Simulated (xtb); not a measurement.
CuI, charge -1, doublet, geometry from GFN2-xTB (such geometries of metal compounds can be far from the true shape) (the multiplicity is a formal guess), atoms displaced at random by about 0.05 Å a coordinate; GFN2-xTB in xtb.

Input for xtb:
```
$ xtb mol.xyz --gfn 2 --chrg -1 --uhf 1 --opt --json

# file mol.xyz
2

Cu     0.04094138    -0.00314107    -1.61630140
I      0.01844827     0.08400152     0.85929388
```

Output, abridged:

```
   ID    Z sym.   atoms
    1   29 Cu     1
    2   53 I      2

           -------------------------------------------------
          |                Calculation Setup                |
           -------------------------------------------------

           -------------------------------------------------
          |                 G F N 2 - x T B                 |
           -------------------------------------------------

          ...................................................
          :                      SETUP                      :
          :.................................................:
          :  # basis functions                  20          :
          :  # atomic orbitals                  18          :
          :  # shells                            6          :
          :  # electrons                        19          :
          :  max. iterations                   250          :
          :  Hamiltonian                  GFN2-xTB          :
          :  restarted?                      false          :
          :  GBSA solvation                  false          :
          :  PC potential                    false          :
          :  electronic temp.          300.0000000     K    :
          :  accuracy                    1.0000000          :
          :  -> integral cutoff          0.2500000E+02      :
          :  -> integral neglect         0.1000000E-07      :
          :  -> SCF convergence          0.1000000E-05 Eh   :
          :  -> wf. convergence          0.1000000E-03 e    :
          :  Broyden damping             0.4000000          :
          :  net charge                         -1          :
          :  unpaired electrons                  1          :
          ...................................................

 iter      E             dE          RMSdq      gap      omega  full diag
   1     -7.8066956 -0.780670E+01  0.177E+01    2.87       0.0  T
   2     -7.8491648 -0.424693E-01  0.931E+00    3.63       1.0  T
   3     -7.8565981 -0.743327E-02  0.572E+00    4.14       1.0  T
   4     -7.8598976 -0.329946E-02  0.302E+00    4.76       1.0  T
   5     -7.8606224 -0.724818E-03  0.267E+00    4.80       1.0  T
   6     -7.8619893 -0.136690E-02  0.122E+00    4.95       1.0  T
   7     -7.8622570 -0.267692E-03  0.572E-01    5.04       1.0  T
   8     -7.8620364  0.220583E-03  0.132E+00    4.91       1.0  T
   9     -7.8623087 -0.272256E-03  0.761E-02    5.04       1.0  T
  10     -7.8623081  0.530258E-06  0.712E-02    5.04       1.0  T
  11     -7.8623097 -0.152433E-05  0.170E-02    5.04       4.2  T
  12     -7.8623096  0.749697E-07  0.322E-02    5.04       2.2  T
  13     -7.8623097 -0.120658E-06  0.378E-03    5.04      18.7  T
  14     -7.8623097 -0.544008E-09  0.642E-04    5.04     110.2  T
  15     -7.8623097 -0.851221E-10  0.277E-04    5.04     254.9  T

   *** convergence criteria satisfied after 15 iterations ***

         :::::::::::::::::::::::::::::::::::::::::::::::::::::
         ::                     SUMMARY                     ::
         :::::::::::::::::::::::::::::::::::::::::::::::::::::
         :: total energy              -7.857388492243 Eh    ::
         :: gradient norm              0.014615918460 Eh/a0 ::
         :: HOMO-LUMO gap              5.037839218119 eV    ::
         ::.................................................::
         :: SCC energy                -7.862309699403 Eh    ::
         :: -> isotropic ES            0.084873544673 Eh    ::
         :: -> anisotropic ES         -0.002255176948 Eh    ::
         :: -> anisotropic XC         -0.072757744140 Eh    ::
         :: -> dispersion             -0.000932413849 Eh    ::
         :: repulsion energy           0.004921207160 Eh    ::
         :: add. restraining           0.000000000000 Eh    ::
         :: total charge              -0.999999999982 e     ::
         :::::::::::::::::::::::::::::::::::::::::::::::::::::

      -----------------------------------------------------------
     |                   =====================                   |
     |                        A N C O P T                        |
     |                   =====================                   |
     |               Approximate Normal Coordinate               |
     |                Rational Function Optimizer                |
      -----------------------------------------------------------
      -----------------------------------------------------------
     |                   =====================                   |
     |                        A N C O P T                        |
     |                   =====================                   |
     |               Approximate Normal Coordinate               |
     |                Rational Function Optimizer                |
      -----------------------------------------------------------

          ...................................................
          :                      SETUP                      :
          :.................................................:
          :   optimization level            normal          :
          :   max. optcycles                   200          :
          :   ANC micro-cycles                  20          :
          :   degrees of freedom                 1          :
          :.................................................:
          :   RF solver                   davidson          :
          :   write xtbopt.log                true          :
          :   linear (good luck)              true          :
          :   energy convergence         0.5000000E-05 Eh   :
          :   grad. convergence          0.1000000E-02 Eh/α :
          :   maxmium RF displ.          1.0000000          :
          :   Hlow (freq-cutoff)         0.1000000E-01      :
          :   Hmax (freq-cutoff)         5.0000000          :
          :   S6 in model hess.         20.0000000          :
          ...................................................

[...]
 * total energy  :    -7.8573885 Eh     change       -0.1285638E-10 Eh
 * total energy  :    -7.8562727 Eh     change        0.1115746E-02 Eh
 * total energy  :    -7.8580239 Eh     change       -0.1751194E-02 Eh
 * total energy  :    -7.8580704 Eh     change       -0.4650435E-04 Eh
 * total energy  :    -7.8580728 Eh     change       -0.2380669E-05 Eh
   *** GEOMETRY OPTIMIZATION CONVERGED AFTER 5 ITERATIONS ***
[...]
          :  # shells                            6          :
          :  # electrons                        19          :
          :  max. iterations                   250          :
          :  Hamiltonian                  GFN2-xTB          :
          :  restarted?                      false          :
          :  GBSA solvation                  false          :
          :  PC potential                    false          :
          :  electronic temp.          300.0000000     K    :
          :  accuracy                    1.0000000          :
          :  -> integral cutoff          0.2500000E+02      :
          :  -> integral neglect         0.1000000E-07      :
          :  -> SCF convergence          0.1000000E-05 Eh   :
          :  -> wf. convergence          0.1000000E-03 e    :
          :  Broyden damping             0.4000000          :
          :  net charge                         -1          :
          :  unpaired electrons                  1          :
          ...................................................

 iter      E             dE          RMSdq      gap      omega  full diag
   1     -7.8610340 -0.786103E+01  0.227E-05    5.01       0.0  T
   2     -7.8610340 -0.559552E-13  0.208E-05    5.01    3401.0  T
   3     -7.8610340 -0.586198E-13  0.189E-05    5.01    3741.1  T

   *** convergence criteria satisfied after 3 iterations ***

         :::::::::::::::::::::::::::::::::::::::::::::::::::::
         ::                     SUMMARY                     ::
         :::::::::::::::::::::::::::::::::::::::::::::::::::::
         :: total energy              -7.858072825772 Eh    ::
         :: gradient norm              0.000520804119 Eh/a0 ::
         :: HOMO-LUMO gap              5.010980409129 eV    ::
         ::.................................................::
         :: SCC energy                -7.861033984417 Eh    ::
         :: -> isotropic ES            0.088474649567 Eh    ::
         :: -> anisotropic ES         -0.002341592513 Eh    ::
         :: -> anisotropic XC         -0.071237070410 Eh    ::
         :: -> dispersion             -0.000932668563 Eh    ::
         :: repulsion energy           0.002961158645 Eh    ::
         :: add. restraining           0.000000000000 Eh    ::
         :: total charge              -0.999999999995 e     ::
         :::::::::::::::::::::::::::::::::::::::::::::::::::::

           -------------------------------------------------
          |                Property Printout                |
           -------------------------------------------------

    * Orbital Energies and Occupations

         #    Occupation            Energy/Eh            Energy/eV
      -------------------------------------------------------------
         1        2.0000           -0.5145126             -14.0006
         2        2.0000           -0.2566389              -6.9835
         3        2.0000           -0.2106256              -5.7314
         4        2.0000           -0.2106256              -5.7314
         5        2.0000           -0.1592244              -4.3327
         6        2.0000           -0.1359935              -3.7006
         7        2.0000           -0.1359934              -3.7006
         8        2.0000           -0.1033491              -2.8123
         9        2.0000           -0.1033491              -2.8123
        10        1.0000           -0.0784951              -2.1360 (HOMO)
        11                          0.1056551               2.8750 (LUMO)
        12                          0.1056554               2.8750
        13                          0.2133179               5.8047
        14                          0.2772138               7.5434
        15                          0.2772138               7.5434
        16                          0.3023688               8.2279
        17                          0.3023688               8.2279
        18                          0.8781886              23.8967
      -------------------------------------------------------------
                  HL-Gap            0.1841501 Eh            5.0110 eV
             Fermi-level           -0.0385064 Eh           -1.0478 eV

     #   Z          covCN         q      C6AA      α(0)
     1  29 Cu       0.847    -0.500   160.271    28.967
     2  53 I        0.847    -0.500   410.588    34.980

 Mol. C6AA /au·bohr⁶  :       1070.498071
 Mol. C8AA /au·bohr⁸  :      94186.450424
 Mol. α(0) /au        :         63.947105

Wiberg/Mayer (AO) data.
largest (>0.10) Wiberg bond orders for each atom

 ---------------------------------------------------------------------------
     #   Z sym  total        # sym  WBO       # sym  WBO       # sym  WBO
 ---------------------------------------------------------------------------
     1  29 Cu   0.880 --     2 I    0.880
     2  53 I    0.880 --     1 Cu   0.880
 ---------------------------------------------------------------------------

Topologies differ in total number of bonds
Writing topology from bond orders to xtbtopo.mol

molecular dipole:
                 x           y           z       tot (Debye)
 q only:       -0.056      -0.076       0.715
   full:       -0.064      -0.045       1.610       4.098
molecular quadrupole (traceless):
                xx          xy          yy          xz          yz          zz
 q only:        3.166      -0.004       3.152       0.139      -0.225      -6.318
  q+dip:       10.227       0.004      10.199       0.398      -0.834     -20.426
   full:       11.626       0.006      11.594       0.437      -0.982     -23.220

optimized geometry written to: xtbopt.xyz

           -------------------------------------------------
          | TOTAL ENERGY               -7.858072825772 Eh   |
          | GRADIENT NORM               0.000520804119 Eh/α |
          | HOMO-LUMO GAP               5.010980409129 eV   |
           -------------------------------------------------

normal termination of xtb
```
